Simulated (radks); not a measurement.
Spherical jellium clusters: N electrons in a uniform positive sphere of charge N and radius rs N^(1/3), rs = 3.36 bohr. Level of theory: non-relativistic Kohn-Sham, LDA (Slater exchange, Perdew-Wang correlation), spin-polarised, spherical densities (a radial shooting solver with Libxc functionals). Levels are named by radial order and angular momentum (1s, 1p, 1d, 2s, ...), and open shells are averaged over m. Each electron was tried in the lowest free levels, single moves between levels near the top were tried too, and the lowest total energy was kept; such a search can miss a lower state. Energies include the self-energy of the background; IP and EA are vertical (highest electron removed, lowest free level filled), at fixed background; spill-out counts the electrons outside the background radius R, and alpha is the static dipole polarisability from linear response (closed shells only). A dash means not computed or, for alpha, an open shell; in EA it means that no bound solution was reached, which is typical of self-interaction and does not show that the anion is unstable. Real open-shell clusters deform, which this model forbids.

N	open shells	2S	E(N+1) + E(N-1) - 2E(N) (eV)	IP (eV)	-e(HOMO) (eV)	spill-out (e)
1	1s(up 1, down 0)	1	-	-	3.343	0.45
2	none	0	1.452	6.018	3.655	0.63
3	1p(up 1, down 0)	1	-0.766	4.118	2.255	0.97
4	1p(up 2, down 0)	2	-0.582	4.822	2.902	1.17
5	1p(up 3, down 0)	3	0.324	5.232	3.331	1.32
6	1p(up 3, down 1)	2	-0.471	4.747	3.033	1.47
7	1p(up 3, down 2)	1	-0.348	5.123	3.407	1.60
8	none	0	1.622	5.373	3.677	1.71
9	1d(up 1, down 0)	1	-0.332	3.662	2.156	1.91
10	1d(up 2, down 0)	2	-0.291	3.989	2.489	2.07
11	1d(up 3, down 0)	3	-0.254	4.248	2.759	2.21
12	1d(up 4, down 0)	4	-0.221	4.458	2.983	2.33
13	1d(up 5, down 0)	5	0.392	4.631	3.172	2.43
14	1d(up 5, down 1)	4	-0.231	4.190	2.804	2.55
15	1d(up 5, down 2)	3	-0.200	4.392	3.014	2.66
16	1d(up 5, down 3)	2	-0.175	4.560	3.192	2.75
17	1d(up 5, down 4)	1	-0.154	4.700	3.345	2.84
18	none	0	0.246	4.820	3.478	2.93
19	2s(up 1, down 0)	1	0.212	4.542	3.237	3.11
20	none	0	0.714	4.338	3.079	3.33
21	1f(up 1, down 0)	1	-0.163	3.652	2.412	3.44
22	1f(up 2, down 0)	2	-0.150	3.797	2.565	3.54
23	1f(up 3, down 0)	3	-0.138	3.926	2.702	3.63
24	1f(up 4, down 0)	4	-0.128	4.042	2.827	3.72
25	1f(up 5, down 0)	5	-0.118	4.146	2.940	3.80
26	1f(up 6, down 0)	6	-0.110	4.241	3.043	3.87
27	1f(up 7, down 0)	7	0.352	4.327	3.137	3.94
28	1f(up 7, down 1)	6	-	3.951	2.794	4.02

All shells are closed at N = 2, 8, 18, 20 (there: 1s2 1p6 1d10 2s2); the second difference of the energy has clear peaks (12 % above both neighbours; the first and last values, which can be the largest, are not judged, and half-filled shells can peak too) at N = 5, 8, 13, 18, 20.
